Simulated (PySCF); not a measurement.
GeH₃ISi, SMILES [SiH3][Ge][I] (connectivity only; charge and spin as stated), neutral, multiplicity 1. Atoms are numbered in the order given.

```xyz
6

Ge     1.0082    -0.9611     0.0000
I     -0.2203     1.3185     0.0000
Si    -1.1315    -2.2552     0.0000
H     -0.8828    -3.7317     0.0000
H     -1.9303    -1.9126    -1.2163
H     -1.9303    -1.9126     1.2163
```
Charge 0, spin multiplicity 1.

Geometry optimised at B3LYP-D3(BJ)/def2-SVP. The def2 effective core potentials stand for the cores of I; spin–orbit coupling is left out.

Method: r2SCAN/def2-TZVPD (PySCF).

The molecule is in vacuum.

- total energy: -2666.11005 hartree
- point group: Cs
- highest occupied level: -5.78 eV
- lowest empty level: -4.14 eV
- orbital gap: 1.64 eV
- dipole moment: 1.25 D
- quadrupole, principal values (traceless, Buckingham form, about the centre of nuclear charge): -5.20, 2.16, 3.04 D·Å
- mean static polarisability: 108.2 bohr³ (16.04 Å³)
- polarisability, principal values: 77.1, 108.2, 139.4 bohr³
